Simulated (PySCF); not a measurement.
Cards and structures have been mixed up. Pair them.

Structures:
1. `C=N[SiH2]F`
2. `COC(=O)c1cccs1`
3. `COC(F)(F)C(F)(F)C(F)(F)F`
4. `C#C[C@@H]1CC[C@]2(COC)O[C@]12CC`

Card P (geometry PBE0-D3(BJ)/def2-SVP):
* Rotational constants A, B, C: 1.421, 0.799, 0.717 GHz
* Static isotropic polarisability (B3LYP/def2-SVPD): 59.9 au
* Point group: C1
* Dipole moment (B3LYP/def2-SVPD): 2.83 D
* Strongest line among the 10 lowest singlet transitions (TDDFT B3LYP/def2-SVPD): S3 at 9.41 eV (132 nm, f = 0.034)

Card Q (geometry GFN2-xTB):
* Rotational constants A, B, C: 3.321, 0.987, 0.765 GHz
* Static isotropic polarisability (wB97X-D/def2-SVPD): 94.8 au
* HOMO energy (wB97X-D/def2-SVPD): -9.06 eV
* 13C chemical shifts (computed TMS as zero) by class (GIAO PBE0/pcSseg-1): 166.9 (1 C), 142.5 (1 C), 141.9 (1 C), 140.3 (1 C), 131.9 (1 C), 50.9 (1 C) ppm
* Strongest line among the 8 lowest singlet transitions (TDDFT wB97X-D/def2-SVPD): S1 at 5.11 eV (243 nm, f = 0.231)
* Dipole moment (wB97X-D/def2-SVPD): 1.84 D

Card R (geometry GFN2-xTB):
* Rotational constants A, B, C: 17.916, 3.534, 3.160 GHz
* Static isotropic polarisability (PBE0/def2-SVPD): 45.8 au
* Strongest line among the 6 lowest singlet transitions (TDDFT PBE0/def2-SVPD): S5 at 7.48 eV (166 nm, f = 0.144)
* Isotropic shieldings of nuclei other than C and H, by class (GIAO PBE0/pcSseg-1): -161 (1 N), 369 (1 F), 371 (1 Si) ppm
* Lowest triplet excitation (Tamm–Dancoff) (TDA PBE0/def2-SVPD): 3.30 eV
* HOMO energy (PBE0/def2-SVPD): -7.35 eV
* Lowest singlet excitation (TDDFT PBE0/def2-SVPD): 3.93 eV (316 nm, f = 0.000)

Card S (geometry PBE0-D3(BJ)/def2-SVP):
* Rotational constants A, B, C: 1.418, 0.552, 0.465 GHz
* Static isotropic polarisability (CAM-B3LYP/def2-SVPD): 131.0 au
* Largest of the computed one-bond spin–spin couplings (means over like bonds) (B3LYP/pcJ-1, spin–dipole term left out): 13C–1H +271.6, 13C–1H +147.3, 13C–1H +145.5 (×3), 13C–1H +142.5, 13C–1H +141.9, 13C–1H +141.2, 13C–1H +137.8, 13C–1H +134.4 Hz
* Dipole moment (CAM-B3LYP/def2-SVPD): 2.33 D
* Isotropic shieldings of nuclei other than C and H, by class (GIAO PBE0/pcSseg-1): 270 (1 O), 315 (1 O) ppm
* Point group: C1

All species are isolated and taken at one optimised geometry, non-relativistic unless stated. Electronic properties by PySCF. NMR classes are plain means over equivalent atoms (diastereotopic ones count apart unless rotation or inversion swaps them), as if these changed places fast.

Q: Which card belongs to which structure?

A: P = 3, Q = 2, R = 1, S = 4. What ties each card to its structure:
- 1 (card R), CH4FNSi, monoisotopic mass 77.0 u, 4 heavy atoms: an asymmetric top with C = 3.160 GHz, the highest such constant on the cards; polarisability 45.8 au for 40 electrons.
- 2 (card Q), C6H6O2S, monoisotopic mass 142.0 u, 9 heavy atoms: 6 C in 6 classes; the least shielded carbon (166.9 ppm) is an ester carbonyl carbon; an asymmetric top with C = 0.765 GHz; polarisability 94.8 au for 74 electrons; dipole 1.84 D.
- 3 (card P), C4H3F7O, monoisotopic mass 200.0 u, 12 heavy atoms: an asymmetric top with C = 0.717 GHz; polarisability 59.9 au for 98 electrons; dipole 2.83 D.
- 4 (card S), C11H16O2, monoisotopic mass 180.1 u, 13 heavy atoms: an asymmetric top with C = 0.465 GHz, the lowest such constant on the cards; polarisability 131.0 au for 98 electrons; dipole 2.33 D.
